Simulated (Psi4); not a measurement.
CH5GeNO (SMILES C[O][Ge][NH2]), singlet, geometry from GFN2-xTB, atoms displaced at random by about 0.03 Å a coordinate; HF/6-31G, gradient (Psi4).

Here is a job for Psi4.
```
memory 2 GB

molecule mol {
0 1
  Ge   -0.253055    0.259982    0.691769
  O     1.216518   -0.062290   -0.301882
  C     1.439533   -0.477494   -1.666217
  H     0.680226   -0.132310   -2.378384
  H     2.413373   -0.018127   -2.014163
  H     1.535491   -1.518230   -1.630445
  N    -1.581938   -0.254969   -0.380678
  H    -1.482518   -0.661089   -1.358637
  H    -2.532996   -0.250043   -0.148920
symmetry c1
no_reorient
no_com
}

set basis 6-31g
set reference rhf

gradient('scf')
print_variables()
```

Q: Predict the main parts of the log of this Psi4 run.

A: 
```
gradient() will perform analytic gradient computation.

   => Loading Basis Set <=

    Name: 6-31G
    Role: ORBITAL
    Keyword: BASIS

         ---------------------------------------------------------
                                   SCF
               by Justin Turney, Rob Parrish, Andy Simmonett
                          and Daniel G. A. Smith
                              RHF Reference
         ---------------------------------------------------------

  ==> Geometry <==

    Molecular point group: c1
    Full point group: C1

    Geometry (in Angstrom), charge = 0, multiplicity = 1:

       Center              X                  Y                   Z               Mass
    ------------   -----------------  -----------------  -----------------  -----------------
         GE          -0.253055000000     0.259982000000     0.691769000000    73.921177761000
         O            1.216518000000    -0.062290000000    -0.301882000000    15.994914619570
         C            1.439533000000    -0.477494000000    -1.666217000000    12.000000000000
         H            0.680226000000    -0.132310000000    -2.378384000000     1.007825032230
         H            2.413373000000    -0.018127000000    -2.014163000000     1.007825032230
         H            1.535491000000    -1.518230000000    -1.630445000000     1.007825032230
         N           -1.581938000000    -0.254969000000    -0.380678000000    14.003074004430
         H           -1.482518000000    -0.661089000000    -1.358637000000     1.007825032230
         H           -2.532996000000    -0.250043000000    -0.148920000000     1.007825032230

  Running in c1 symmetry.

  Rotational constants: A =      0.30050  B =      0.11285  C =      0.08342 [cm^-1]
  Rotational constants: A =   9008.86754  B =   3383.06311  C =   2500.76759 [MHz]
  Nuclear repulsion =  270.181922643743860

  Charge       = 0
  Multiplicity = 1
  Electrons    = 58
  Nalpha       = 29
  Nbeta        = 29

  ==> Algorithm <==

  SCF Algorithm Type is DF.
  DIIS enabled.
  MOM disabled.
  Fractional occupation disabled.
  Guess Type is SAD.
  Energy threshold   = 1.00e-08
  Density threshold  = 1.00e-08
  Integral threshold = 1.00e-12

  ==> Primary Basis <==

  Basis Set: 6-31G
    Blend: 6-31G
    Number of shells: 36
    Number of basis functions: 66
    Number of Cartesian functions: 66
    Spherical Harmonics?: false
    Max angular momentum: 2

   => Loading Basis Set <=

    Name: (6-31G AUX)
    Role: JKFIT
[...]
  @DF-RHF Final Energy: -2244.53679712122766
    Total Energy =                      -2244.5367971212276643
[...]
         C            1.439533000000    -0.477494000000    -1.666217000000    12.000000000000
         H            0.680226000000    -0.132310000000    -2.378384000000     1.007825032230
         H            2.413373000000    -0.018127000000    -2.014163000000     1.007825032230
         H            1.535491000000    -1.518230000000    -1.630445000000     1.007825032230
         N           -1.581938000000    -0.254969000000    -0.380678000000    14.003074004430
         H           -1.482518000000    -0.661089000000    -1.358637000000     1.007825032230
         H           -2.532996000000    -0.250043000000    -0.148920000000     1.007825032230

  Nuclear repulsion =  270.181922643743860

  ==> Basis Set <==

  Basis Set: 6-31G
    Blend: 6-31G
    Number of shells: 36
    Number of basis functions: 66
    Number of Cartesian functions: 66
    Spherical Harmonics?: false
    Max angular momentum: 2

  ==> DFJKGrad: Density-Fitted SCF Gradients <==

    Gradient:                    1
    J tasked:                  Yes
    K tasked:                  Yes
    wK tasked:                  No
    Integrals threads:           1
    Schwarz Cutoff:          1E-12
    Fitting Condition:       1E-10

   => Auxiliary Basis Set <=

  Basis Set: (6-31G AUX)
    Blend: CC-PVDZ-JKFIT
    Number of shells: 164
    Number of basis functions: 577
    Number of Cartesian functions: 577
    Spherical Harmonics?: false
    Max angular momentum: 3

  -Total Gradient:
     Atom            X                  Y                   Z
    ------   -----------------  -----------------  -----------------
       1       -0.020835734686    -0.007350250206    -0.017343008403
       2        0.018470856137    -0.004605569151     0.015079318108
       3       -0.028276781802    -0.043701741781    -0.003796954661
       4       -0.000809808529     0.006516650564    -0.010168630262
       5        0.025099881474     0.014235830386    -0.011554426396
       6       -0.000568482965     0.027726327189     0.011196440928
       7       -0.011198233956     0.031627375936     0.075419182849
       8        0.001052331417    -0.020241741176    -0.047268528647
       9        0.017065972890    -0.004206881728    -0.011563393383

  Variable Map:
  ----------------------------------------------------------------------------
[...]
  Array Variable Map:
  ----------------------------------------------------------------------------
[...]
[...]
```
